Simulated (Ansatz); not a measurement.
Gas-phase electronic energies from Ansatz, PBE0-D4/def2-TZVP geometries. CCSD(T)/CBS is the MP2 limit (def2-TZVPP, def2-QZVPP) plus CCSD(T) − MP2 in def2-TZVPP, frozen cores. This one scheme is used for every species. DFT in def2-TZVPP. HSE06 is defined as in plane-wave codes. Each species was taken in one conformer, which may not be the lowest.

Reaction (formal exchange of groups at the Al–O bond): `[CH3][AlH][OH]` + `CF` → `[CH3][AlH][CH2]F` + H₂O

`[CH3][AlH][OH]`:

Z-matrix (Å, degrees):
```
C
Al 1 1.941
H 1 1.092 2 111.9
H 1 1.095 2 111.0 3 120.7
H 1 1.095 2 111.2 3 -121.1
O 2 1.701 1 117.6 3 -3.3
H 2 1.589 1 124.2 3 176.8
H 6 0.956 2 122.5 1 -179.8
```

`CF`:

Z-matrix (Å, degrees):
```
C
F 1 1.376
H 1 1.092 2 109.1
H 1 1.092 2 109.1 3 -120.0
H 1 1.092 2 109.1 3 120.0
```

`[CH3][AlH][CH2]F`:

Cartesian coordinates in Å:
```
C -0.125 1.355 -1.070
Al 0.701 -0.181 -0.194
C -0.348 -1.184 1.159
F 0.366 -2.256 1.706
H -0.150 1.215 -2.157
H -1.147 1.551 -0.737
H 0.463 2.263 -0.895
H 2.180 -0.640 -0.538
H -1.278 -1.587 0.735
H -0.662 -0.537 1.990
```

H₂O:

Cartesian coordinates in Å:
```
O -0.115 -0.143 0.343
H -0.582 -0.189 -0.494
H 0.696 0.332 0.151
```

Problem. Is it downhill or uphill in electronic energy at CCSD(T)/CBS, and by how much? (Estimate.)

Solution. The calculation gave: Uphill: ΔE = +167.3 kJ/mol.

Problem. What do these levels give: LDA (SPW92), revPBE-D4, HSE06-D4, BHLYP-D4, revPBE, r2SCAN0, BHLYP, CAM-B3LYP, CCSD(T)/def2-SVP, MP2/def2-TZVPP, SCS-MP2/def2-TZVPP, SCS-MP2/def2-QZVPP? (Best estimate.)

Solution. The calculation gave: LDA (SPW92) 160.3, revPBE-D4 156.3, HSE06-D4 161.2, BHLYP-D4 175.0, revPBE 158.7, r2SCAN0 171.8, BHLYP 177.5, CAM-B3LYP 174.6, CCSD(T)/def2-SVP 178.8, MP2/def2-TZVPP 176.1, SCS-MP2/def2-TZVPP 177.4, SCS-MP2/def2-QZVPP 175.3 kJ/mol.

Problem. What do rigid-rotor, harmonic-oscillator terms from PBE0-D4/def2-TZVP frequencies (298.15 K, 1 bar) make of the CCSD(T)/CBS value? (Estimate.)

Solution. Ansatz gave: ΔZPE = -7.9 kJ/mol, ΔH = +162.9 kJ/mol, ΔS = 7 J/(mol·K), ΔG = +160.8 kJ/mol. Modes under 50 cm⁻¹ make the entropy rough.

Largest T1 diagnostic among the species: 0.011.

In def2-TZVPP, CCSD(T) changes the Hartree–Fock value by −12.2 kJ/mol (the triples alone add −1.4 kJ/mol) and MP2 by −7.4 kJ/mol. From PBE to PBE0 (25 % exact exchange), in def2-TZVPP and without D4, ΔE moves by +3.5 kJ/mol. At CCSD(T), def2-SVP lies +11.5 kJ/mol from the extrapolated value and def2-TZVPP +4.0 kJ/mol.
